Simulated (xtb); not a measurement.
C$_{5}$H$_{11}$O$_{3}$ (SMILES COCCOCC[O]), doublet, from a rough starting geometry; xtb with GFN2-xTB.

Here is a job for xtb.
```
$ xtb mol.xyz --gfn 2 --uhf 1 --opt vtight --json

# file mol.xyz
19

C     -3.23355484     0.86955816    -0.38846335
O     -1.88176296     0.64615052     0.05596139
C     -1.43879463    -0.65987466     0.02530452
C      0.00735785    -0.71148809     0.41932379
O      0.90410872    -0.31558556    -0.59226801
C      2.17357155    -0.45968777    -0.46710045
C      2.90943340     0.62760108     0.48318525
O      4.11640034     0.49099602     0.59162387
H     -3.92834974     0.26175374     0.12969279
H     -3.26315375     0.54180981    -1.52048059
H     -3.43728842     1.92381058    -0.37785119
H     -2.03283245    -1.24431349     0.62395671
H     -1.46924085    -0.97116060    -1.00164992
H      0.30225723    -1.71881701     0.73981869
H      0.17345698     0.02017080     1.27453886
H      2.67757071    -0.33707045    -1.45469987
H      2.46825266    -1.41412046    -0.01561728
H      2.61429201     1.68796945    -0.00774376
H      2.29125129     0.56294109     1.41681367
```

Output, abridged:

```
   ID    Z sym.   atoms
    1    6 C      1, 3, 4, 6, 7
    2    8 O      2, 5, 8
    3    1 H      9-19

           -------------------------------------------------
          |                Calculation Setup                |
           -------------------------------------------------

           -------------------------------------------------
          |                 G F N 2 - x T B                 |
           -------------------------------------------------

          ...................................................
          :                      SETUP                      :
          :.................................................:
          :  # basis functions                  43          :
          :  # atomic orbitals                  43          :
          :  # shells                           27          :
          :  # electrons                        49          :
          :  max. iterations                   250          :
          :  Hamiltonian                  GFN2-xTB          :
          :  restarted?                      false          :
          :  GBSA solvation                  false          :
          :  PC potential                    false          :
          :  electronic temp.          300.0000000     K    :
          :  accuracy                    1.0000000          :
          :  -> integral cutoff          0.2500000E+02      :
          :  -> integral neglect         0.1000000E-07      :
          :  -> SCF convergence          0.1000000E-05 Eh   :
          :  -> wf. convergence          0.1000000E-03 e    :
          :  Broyden damping             0.4000000          :
          :  net charge                          0          :
          :  unpaired electrons                  1          :
          ...................................................

 iter      E             dE          RMSdq      gap      omega  full diag
   1    -28.5556777 -0.285557E+02  0.458E+00    9.66       0.0  T
   2    -28.6274115 -0.717338E-01  0.255E+00    9.02       1.0  T
   3    -28.6286690 -0.125750E-02  0.141E+00    9.52       1.0  T
   4    -28.6390948 -0.104257E-01  0.351E-01    9.48       1.0  T
   5    -28.6398100 -0.715252E-03  0.175E-01    9.53       1.0  T
   6    -28.6398667 -0.566766E-04  0.421E-02    9.51       1.0  T
   7    -28.6398767 -0.997933E-05  0.834E-03    9.51       2.8  T
   8    -28.6398769 -0.195234E-06  0.411E-03    9.51       5.6  T
[...]
 * total energy  :   -28.3980109 Eh     change       -0.9404645E-06 Eh
 * total energy  :   -28.3980118 Eh     change       -0.9090378E-06 Eh
 * total energy  :   -28.3980127 Eh     change       -0.8905572E-06 Eh
 * total energy  :   -28.3980135 Eh     change       -0.8383654E-06 Eh
 * total energy  :   -28.3980143 Eh     change       -0.7961181E-06 Eh
 * total energy  :   -28.3980150 Eh     change       -0.7371959E-06 Eh
 * total energy  :   -28.3980157 Eh     change       -0.6933414E-06 Eh
 * total energy  :   -28.3980164 Eh     change       -0.6445198E-06 Eh
 * total energy  :   -28.3980170 Eh     change       -0.6126432E-06 Eh
 * total energy  :   -28.3980176 Eh     change       -0.5802485E-06 Eh
 * total energy  :   -28.3980181 Eh     change       -0.5608623E-06 Eh
 * total energy  :   -28.3980181 Eh     change       -0.5246250E-08 Eh
   *** GEOMETRY OPTIMIZATION CONVERGED AFTER 68 ITERATIONS ***
         :: total energy             -28.398018128898 Eh    ::
[...]
     #   Z sym  total        # sym  WBO       # sym  WBO       # sym  WBO
 ---------------------------------------------------------------------------
     1   6 C    3.949 --     2 O    0.993    11 H    0.979     9 H    0.977
                            10 H    0.977
     2   8 O    2.075 --     3 C    0.993     1 C    0.993
     3   6 C    3.961 --     4 C    0.999     2 O    0.993    12 H    0.965
                            13 H    0.963
     4   6 C    3.948 --     3 C    0.999     5 O    0.981    14 H    0.961
                            15 H    0.942
     5   8 O    2.222 --     6 C    1.054     4 C    0.981
     6   6 C    3.919 --     5 O    1.054    17 H    0.965    16 H    0.956
                             7 C    0.796
     7   6 C    3.964 --     8 O    1.326    18 H    0.952    19 H    0.860
                             6 C    0.796
     8   8 O    1.660 --     7 C    1.326
     9   1 H    0.999 --     1 C    0.977
    10   1 H    0.999 --     1 C    0.977
    11   1 H    0.996 --     1 C    0.979
    12   1 H    0.999 --     3 C    0.965
    13   1 H    0.997 --     3 C    0.963
    14   1 H    0.998 --     4 C    0.961
    15   1 H    0.995 --     4 C    0.942
    16   1 H    0.992 --     6 C    0.956
    17   1 H    0.997 --     6 C    0.965
    18   1 H    0.997 --     7 C    0.952
    19   1 H    0.984 --     7 C    0.860
 ---------------------------------------------------------------------------

Topologies differ in total number of bonds
Writing topology from bond orders to xtbtopo.mol

molecular dipole:
                 x           y           z       tot (Debye)
 q only:       -1.772      -0.812      -0.251
   full:       -2.032      -0.993      -0.240       5.781
molecular quadrupole (traceless):
                xx          xy          yy          xz          yz          zz
 q only:       -9.922      -5.839       6.023      -3.870      -1.779       3.900
  q+dip:      -14.640      -5.548       8.077      -5.184      -2.510       6.563
   full:      -13.506      -5.863       7.757      -4.840      -2.048       5.749

optimized geometry written to: xtbopt.xyz

           -------------------------------------------------
          | TOTAL ENERGY              -28.398018128898 Eh   |
          | GRADIENT NORM               0.000058826709 Eh/α |
          | HOMO-LUMO GAP              10.448419764439 eV   |
           -------------------------------------------------

normal termination of xtb
```
